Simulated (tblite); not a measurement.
HN (SMILES [NH]), singlet, geometry from GFN2-xTB; GFN1-xTB (tblite 0.6.0).

The tblite input:
```
$ tblite run mol.xyz --method gfn1 --charge 0 --spin 0 --spin-polarized --json tblite.json --no-restart

# file mol.xyz
2

N     -0.00000000    -0.00000000    -0.12795744
H      0.00000000     0.00000000     0.89570205
```

It wrote (shortened):

```
xTB calculator
 | screened Coulomb repulsion
 | Coulomb electrostatics
 |  * isotropic Klopman-Ohno-Mataga-Nishimoto electrostatics
 |  * onsite third-order electrostatics
 | DFT-D3(BJ) dispersion correction
 | Interactions (1)
 | [1] spin polarization

halogen bonding energy    0.0000000000000E+00 Eh
repulsion energy          1.6533633307292E-02 Eh
dispersion energy        -7.5252914923295E-05 Eh
interaction energy        0.0000000000000E+00 Eh
number of electrons       6.0000000000000E+00 e
integral cutoff           1.9731147476801E+01 bohr

------------------------------------------------------------
  cycle        total energy    energy error   density error
------------------------------------------------------------
      1     -3.535803507258  -3.5522619E+00   2.2422120E-01
      2     -3.539175106998  -3.3715997E-03   1.1608986E-01
      3     -3.539890225016  -7.1511802E-04   1.7308604E-02
      4     -3.539913015992  -2.2790976E-05   7.0740659E-04
      5     -3.539913118711  -1.0271880E-07   3.8256715E-06
------------------------------------------------------------

electronic energy        -3.5563714991034E+00 Eh
total energy             -3.5399131187110E+00 Eh

Post processing:
 | Mayer-Wiberg bond orders

[Info] JSON dump of results written to 'tblite.json'
```
